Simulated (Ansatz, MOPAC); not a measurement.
Species: B₂N, charge 0, multiplicity 2. SMILES: [B][N][B]

Atoms: B1, N2, B3. Bonds: B1-N2, N2-B3.

Bond lengths (Å) and angles (degrees) optimised at PM3 with MOPAC; MNDO with MOPAC; HF/STO-3G with Ansatz (a first-principles code); HF/3-21G with Ansatz; HF/6-31G* with Ansatz; B3LYP/LANL2DZ with Ansatz, each started from the B3LYP-D3(BJ)/def2-TZVP structure (Ansatz) of the last column. A row stands for all coordinates that are equal there. 6-31G* holds six Cartesian d functions. No wavenumbers were computed at MNDO, HF/STO-3G, HF/6-31G*, B3LYP/LANL2DZ, so these may be saddle points.

```json
[
 {"coordinate": "B1-N2", "PM3": "1.233 to 1.478", "MNDO": "1.288", "HF/STO-3G": "1.238 to 1.401", "HF/3-21G": "1.267 to 1.403", "HF/6-31G*": "1.251 to 1.381", "B3LYP/LANL2DZ": "1.334", "B3LYP-D3(BJ)/def2-TZVP": "1.311"},
 {"coordinate": "B1-N2-B3", "PM3": "180.0", "MNDO": "180.0", "HF/STO-3G": "170.6", "HF/3-21G": "178.2", "HF/6-31G*": "175.0", "B3LYP/LANL2DZ": "180.0", "B3LYP-D3(BJ)/def2-TZVP": "180.0"}
]
```

A range marks coordinates that this level makes unequal.

Mean signed difference of all 2 bond lengths from B3LYP-D3(BJ)/def2-TZVP: PM3 0.045 Å, MNDO -0.023 Å, HF/STO-3G 0.008 Å, HF/3-21G 0.024 Å, HF/6-31G* 0.005 Å, B3LYP/LANL2DZ 0.024 Å.
